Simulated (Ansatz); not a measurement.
`FB(Cl)Cl` + `C=CC` → `C=C(C)B(F)Cl` + HCl at 500 K and 1 bar (formal exchange of groups at a B–Cl bond).

Isolated molecules relaxed with PBE0-D4/def2-TZVP in Ansatz; ΔE leaves out vibrations. CCSD(T)/CBS is the MP2 limit (def2-TZVPP, def2-QZVPP) plus CCSD(T) − MP2 in def2-TZVPP, frozen cores. This one scheme is used for every species. One conformer a species, not always the lowest.

| species | CCSD(T)/CBS energy (Eh) | H − E (kJ/mol) | S (J/(mol·K)) |
| --- | --- | --- | --- |
| `FB(Cl)Cl` | -1044.28221 | 50.6 | 320.5 |
| `C=CC` | -117.74610 | 238.4 | 304.6 |
| `C=C(C)B(F)Cl` | -701.62808 | 253.5 | 412.7 |
| HCl | -460.38127 | 32.5 | 201.9 |

H − E and S are ideal-gas, rigid-rotor, harmonic terms from PBE0-D4/def2-TZVP, for one conformer and one mirror image of each species. 1 Eh = 2625.50 kJ/mol, R = 8.31446 J/(mol·K).

By hand: ΔE, ΔH, ΔS and ΔG.

ΔE = (-701.62808) + (-460.38127) − (-1044.28221) − (-117.74610) = 0.01896 Eh = 49.8 kJ/mol. Δ(H − E) = 253.5 + 32.5 − 50.6 − 238.4 = -3.0, so ΔH = 46.8 kJ/mol. ΔS = 412.7 + 201.9 − 320.5 − 304.6 = -10.5 J/(mol·K). ΔG = 46.8 − 500 × (-10.5)/1000 = 52.0 kJ/mol.

By hand: the equilibrium constant, and the temperature at which ΔG would vanish if ΔH and ΔS stayed fixed.

log₁₀ K = −ΔG/(RT ln 10) = -5.4. ΔH and −TΔS have one sign here, so there is no such temperature.

The number of gas molecules stays the same, so ΔS is small and ΔH decides. A doubt of 5 kJ/mol in ΔE shifts log₁₀ K by 0.5 here. Other conformers and mirror images would add mixing entropy, several J/(mol·K) or more a flexible species. Modes under 60 cm⁻¹, often nearly free rotors, make the harmonic entropy too high. These are equilibria of isolated gas molecules and say nothing of rates. Largest T1 diagnostic: 0.012 (customary marks: 0.02 for closed shells, 0.045 for open ones).

ΔS is within the doubt of such terms, so its sign, and with it that verdict, could turn.
